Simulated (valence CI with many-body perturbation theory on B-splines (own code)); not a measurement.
Results of a calculation; reference values are marked as such.
**Sensitivity of CI+MBPT for Pr²⁰⁺**

Method: relativistic CI+MBPT: three valence electrons over a frozen Dirac-Fock core [Kr], a basis of 6 s, 6 p, 5 d, 5 f, 1 g functions for each j, with the one-electron correlation potential Σ1 (screened to all orders), the two-electron term Σ2, the three-electron term Σ3, Breit, model QED; selected single and double excitations, second order for the rest, scaled by the run's own slope (own B-spline code, finite nucleus).

No measured spectrum was set against this ion. As an estimate, terms of the open shell hold to 2 to 4 % of their energy, and close levels can change places. Only levels of the ground parity were solved; by the run's estimate the other parity begins above the list, which can be wrong where configurations are misplaced.

The reference run has the lowest level (4d3/2^3) J=3/2 and an ionisation energy of 591.143 eV. Its largest variational space holds 2609 state functions.

Levels are named by their leading jj configuration (3d3/2^4 stands for four electrons in 3d with j = 3/2), which in mixed levels can hold well under half, so a name can repeat and another be missing. Letters in brackets count levels of one name in rising energy.

Changed runs:
A. Davidson tolerance 2e-05 → 0.001
B. correlating orbitals by l 3 3 3 3 1 → 4 4 0 0 0; shift of the energy in Σ1 (hartree) 0 → -4.408
C. natural orbitals for correlation on → off
D. size limit of the variational space 10000 → 300; second order for the rest on → off (bad on purpose)

Excitation energies of the reference run in cm⁻¹, and shifts in cm⁻¹:

```
                    Level  Reference  A       B       C       D
    (4d3/2^2 4d5/2) J=5/2      24086  0     +93    -209     -39
    (4d3/2^2 4d5/2) J=7/2      39194  0    +375     -74    -8.5
    (4d3/2^2 4d5/2) J=3/2      42174  0    +728    +361     +70
    (4d3/2^2 4d5/2) J=9/2      45911  0    +668    +164     -34
    (4d3/2^2 4d5/2) J=1/2      49409  0    +776    +346    -192
(4d3/2 4d5/2^2) J=7/2 [a]      71644  0    +991    +247    +172
(4d3/2 4d5/2^2) J=5/2 [a]      74555  0    +924    +312     +80
    (4d3/2 4d5/2^2) J=9/2      75352  0    +945    +123     -68
(4d3/2 4d5/2^2) J=3/2 [a]      86332  0   +1181    +427    +136
    (4d3/2 4d5/2^2) J=1/2      91245  0   +1530    +643    -112
   (4d3/2 4d5/2^2) J=11/2      95943  0   +1493    +483    -131
(4d3/2 4d5/2^2) J=5/2 [b]     103618  0   +1554    +678    +350
   Ionisation energy (eV)    591.143  0  -1.203  -0.064  -0.040
```

No effect on these energies: A.
